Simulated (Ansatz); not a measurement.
Start from `[CH3][Sn][F]` and change one atom or group to get `C[CH2][Sn][F]`.

Ansatz, PBE0-D4/def2-TZVP geometries, multiplicity 1. Each molecule was computed in one conformer, which needn't be the lowest.

Elements past krypton have def2 core potentials.

```csv
property,`[CH3][Sn][F]`
HOMO energy (PBE0/def2-TZVPP) / eV,-6.66
zero-point energy (PBE0-D4/def2-TZVP) / kJ/mol,94.8
HOMO–LUMO gap (PBE/def2-TZVPP) / eV,2.37
HOMO–LUMO gap (PBE0/def2-TZVPP) / eV,4.15
HOMO energy (PBE/def2-TZVPP) / eV,-5.60
HOMO energy (ωB97M-V/def2-TZVPP) / eV,-8.74
```

Question: Give the same properties after the change, and the shifts. (An estimate is asked.)

Answer: The calculation gave: 
```
                                      property  `C[CH2][Sn][F]`  shift
            HOMO energy (PBE0/def2-TZVPP) / eV            -6.39   0.27
zero-point energy (PBE0-D4/def2-TZVP) / kJ/mol            171.8   77.0
           HOMO–LUMO gap (PBE/def2-TZVPP) / eV             2.11  -0.26
          HOMO–LUMO gap (PBE0/def2-TZVPP) / eV             3.87  -0.28
             HOMO energy (PBE/def2-TZVPP) / eV            -5.34   0.26
         HOMO energy (ωB97M-V/def2-TZVPP) / eV            -8.46   0.28
```

The zero-point energy changes by 77.0 kJ/mol with +9 modes.
